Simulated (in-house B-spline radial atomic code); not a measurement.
Checks on a self-consistent run for Ru⁹⁺, 1s1 2s2 2p6 3s2 (3p1/2)2 (3p3/2)3 3d10 4s2 4p6 4d1. Method: Dirac-Hartree-Fock, average of the jj configuration, Fermi nucleus of rms radius 4.4809 fm. Calculated with a radial B-spline atomic code at the basis-set limit.

| orbital | q | ε (Eh) | <1/r> | <r²> | small-component weight |
| --- | --- | --- | --- | --- | --- |
| 1s1/2 | 1 | -848.54876 | 46.0991 | 0.00150074 | 0.026086 |
| 2s1/2 | 2 | -132.75592 | 10.7843 | 0.024062 | 0.0056375 |
| 2p1/2 | 2 | -124.56496 | 10.7095 | 0.0178939 | 0.0055836 |
| 2p3/2 | 4 | -119.27376 | 10.1273 | 0.0192583 | 0.0053763 |
| 3s1/2 | 2 | -30.40766 | 3.77969 | 0.172217 | 0.0015879 |
| 3p1/2 | 2 | -26.95736 | 3.68924 | 0.165903 | 0.001532 |
| 3p3/2 | 3 | -26.03907 | 3.53644 | 0.177806 | 0.0014691 |
| 3d3/2 | 4 | -19.31825 | 3.38248 | 0.154425 | 0.0013644 |
| 3d5/2 | 6 | -19.04735 | 3.34733 | 0.157088 | 0.0013496 |
| 4s1/2 | 2 | -9.41809 | 1.50244 | 0.94227 | 0.00043297 |
| 4p1/2 | 2 | -8.04575 | 1.41929 | 1.02664 | 0.00039589 |
| 4p3/2 | 4 | -7.84465 | 1.40228 | 1.06762 | 0.00040121 |
| 4d3/2 | 0.4 | -5.89117 | 1.21702 | 1.31586 | 0.00031395 |
| 4d5/2 | 0.6 | -5.85919 | 1.20776 | 1.33241 | 0.00031087 |

Electron-electron repulsion V_ee = 1376.7305 hartree.

Q: What total energy follows from the eigenvalues?

A: The eigenvalues count the repulsion twice, so E = Σqε - V_ee = -2296.868 - 1376.730 = -3673.599 hartree; the run printed -3673.599.

Q: Does the Dirac virial theorem hold?

A: For a point nucleus E = -2c²Σq·w, with w the small-component weight. Here Σq·w = 0.09781 and c = 137.0360, so the ratio E/(-2c²Σq·w) is 1.000022; the finite nucleus accounts for the departure from 1.

Q: What diamagnetic shielding (Lamb formula) and susceptibility (Langevin formula) do the radii give?

A: σ = (α²/3)Σq<1/r> = 201.421/(3·137.036²) = 3575.3 ppm, and χ = -0.79199×10⁻⁶·Σq<r²> = -9.873×10⁻⁶ cm³/mol with Σq<r²> = 12.466 bohr². Both are non-relativistic formulas without the paramagnetism of open shells.
